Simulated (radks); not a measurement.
Results of a calculation; reference values are marked as such.
Species: Cs LI. Configuration: [He] 2s2 2p1 (the NIST ground configuration). Code: a radial shooting solver on a logarithmic mesh with Libxc functionals. Model: Dirac Kohn-Sham, relativistic LDA (MacDonald-Vosko exchange, VWN5 correlation), spin-unpolarised, spherical densities, finite nucleus; open shells fill j = l - 1/2 first; Fermi nuclear charge, rms radius 4.8041 fm.

Unscreened Slater integrals over Kohn-Sham orbitals (hartree). Large and small components are both included. Empty in this configuration: 2p3/2.

F0(2p1/2,2p1/2): 10.276
F0(2p1/2,2s1/2): 9.1622
G1(2p1/2,2s1/2): 4.8788
F0(2p1/2,1s1/2): 14.000
G1(2p1/2,1s1/2): 2.6397
F0(2p1/2,2p3/2): 9.9651
G2(2p1/2,2p3/2): 4.5917
F0(2s1/2,2s1/2): 8.4913
F0(2s1/2,1s1/2): 12.055
G0(2s1/2,1s1/2): 1.3445
F0(2s1/2,2p3/2): 8.9508
G1(2s1/2,2p3/2): 4.9825
F0(1s1/2,1s1/2): 36.156
F0(1s1/2,2p3/2): 13.065
G1(1s1/2,2p3/2): 2.4784
F0(2p3/2,2p3/2): 9.6882
F2(2p3/2,2p3/2): 4.6526
